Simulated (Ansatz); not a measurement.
Mulliken charges of `[NH3+][In-]([F])([F])[F]` from PBE/def2-TZVPP in Ansatz (PBE0-D4/def2-TZVP geometry).

```
atom   x (Å)   y (Å)   z (Å)  charge (e)
  N1  -0.719  -0.342   0.740      -0.338
 In2   0.789   0.349  -0.802       1.072
  F3   1.951  -1.211  -0.747      -0.451
  F4  -0.437   0.530  -2.303      -0.451
  F5   1.372   1.966   0.112      -0.451
  H6  -0.751   0.308   1.519       0.206
  H7  -1.645  -0.398   0.329       0.206
  H8  -0.467  -1.259   1.095       0.206
```

**Question.** By hand: the dipole of these point charges (1 e Å = 4.8032 D).

**Answer.** Σ q r = (-0.803, -0.368, 0.821) e Å, of length 1.206 e Å = 5.79 D.

**Question.** How does the dipole of the full density compare? (An estimate is asked.)

**Answer.** Ansatz gave: (-0.845, -0.387, 0.865) e Å, 6.10 D; the point charges give 0.95 times that, at 0° from its direction.

Point charges leave out the atoms' own dipoles, such as those of lone pairs, and Mulliken's split depends on the basis, so the close match here is no proof of good charges.
